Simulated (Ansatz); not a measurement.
Basis sets compared for In(H2O)H3 (InOH5). Charge 0, multiplicity 1. Geometry PBE-D4/def2-TZVP. Ansatz on 4 threads of Arm Neoverse V1 on a shared host; times are rough, and most runs start from earlier orbitals.

Cartesian coordinates in Å:
```
In -0.811 -0.057 -0.745
O 1.106 0.380 0.764
H 1.678 -0.406 0.717
H 0.747 0.386 1.669
H -0.693 1.335 -1.772
H -1.915 -0.058 0.609
H -0.111 -1.579 -1.243
```

In the def2 sets In takes a core potential; there is no spin–orbit coupling.

Binding counts from free atoms (In doublet, O triplet, H doublet) in the same basis, without a counterpoise term.

| level | functions | energy (Eh) | HOMO (eV) | LUMO (eV) | binding per atom (eV) | wall time |
| --- | --- | --- | --- | --- | --- | --- |
| PBE-D4/def2-SVP | 65 | -268.1728 | -6.31 | -1.47 | 2.54 | 0.4 s |
| PBE0-D4/def2-SVP | 65 | -268.1804 | -7.52 | -0.68 | 2.51 | 0.6 s |

Q: Estimate the rows for PBE-D4/def2-TZVP (with forces), PBE0-D4/def2-TZVP.

A: 
```
                         level  functions  energy (Eh)  HOMO (eV)  LUMO (eV)  binding per atom (eV)  wall time
PBE-D4/def2-TZVP (with forces)        111    -268.2799      -6.41      -1.76                   2.55      0.8 s
             PBE0-D4/def2-TZVP        111    -268.2840      -7.60      -0.99                   2.51        1 s
```
